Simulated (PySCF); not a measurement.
```xyz
3
charge 1 multiplicity 3, angstrom
Cl    0.0000    0.0000   -2.0234
Pb    1.5827    0.0000    0.1701
Pb   -1.5827    0.0000    0.1701
```

Method: UB3LYP/[Cl def2-SVP, Pb def2-SVP with ECP60], scalar-relativistic core potentials, density fitting, no spin–orbit coupling, PySCF.

This geometry of [Pb2Cl]+ is a stationary point at this level.

What is the point group?

C2v.

Is it a minimum?

Yes: all harmonic wavenumbers are real.

Which band is strongest in the infrared?

276 cm⁻¹ (a1), 23 km/mol.

What are the dipole moment and the gap between the highest occupied and lowest empty levels of either spin?

2.41 D about the centre of mass and 0.92 eV.

Only a few start shapes were tried, so a lower isomer may exist. With an element this heavy the missing spin–orbit coupling can shift these numbers.
